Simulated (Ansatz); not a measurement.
Job for Ansatz (an electronic-structure program): U-CCSD(T)/aug-cc-pVTZ on CH4Be (SMILES [BeH][CH3]), a point of a bond scan (R = 1.332 Å).

Ansatz 0.2 input:
```yaml
crystal:
  periodic: [false, false, false]
  atoms:
    - {symbol: Be, position_ang: [-0.93852540, -0.49476050, -0.13416384]}
    - {symbol: H, position_ang: [-2.10724892, -1.11087408, -0.30123490]}
    - {symbol: C, position_ang: [0.53116533, 0.28001333, 0.07593101]}
    - {symbol: H, position_ang: [1.01548029, -0.00621365, 1.01576467]}
    - {symbol: H, position_ang: [0.42177910, 1.36971531, 0.09486335]}
    - {symbol: H, position_ang: [1.23709912, 0.04633441, -0.72832381]}
basis:
  gaussian:
    orbitals: aug-cc-pVTZ
correlation: {method: ccsd_t, electrons: outside_noble_gas}
scf: {omitted_lower_state_checks: [cluster_reference]}
magnetization: {spin_polarized: true, initial_magnetization: 0}
```

The head of its log:

```
WARN ansatz: RAYON_NUM_THREADS=1 ignored (pool sized by the plan → 1); use --threads N
Functional definition: HF
these checks for a lower state are left out or cut short: cluster_reference
integrals: 1.06 GiB planned
1036 factors; integrals over basis functions are off by at most 1.2e-3 eV
mean field: 0.50 GiB planned
mean field evaluation 1: about -1489.9550 eV, gradient 2.1e1 eV
mean field evaluation 2: about -1489.9549 eV, gradient 2.1e1 eV
mean field evaluation 4: about -1492.2134 eV, gradient 1.5e0 eV
mean field evaluation 8: about -1492.2359 eV, gradient 4.6e-4 eV
mean field -1492.23587272 eV, -54.8386568487 hartree, gradient 1.0e-6 eV, S^2 0.000000; 0 other end points of the search recorded, 0 dependent functions left out
2 core orbitals not correlated
reference -1492.23587272 eV, -54.8386568487 hartree; 5, 5 occupied and 177, 177 virtual orbitals, 1036 factors
```

Task: What total energy does the run end on?

Result: -55.1120 hartree (reference determinant -54.8387, T1 diagnostic 0.008).
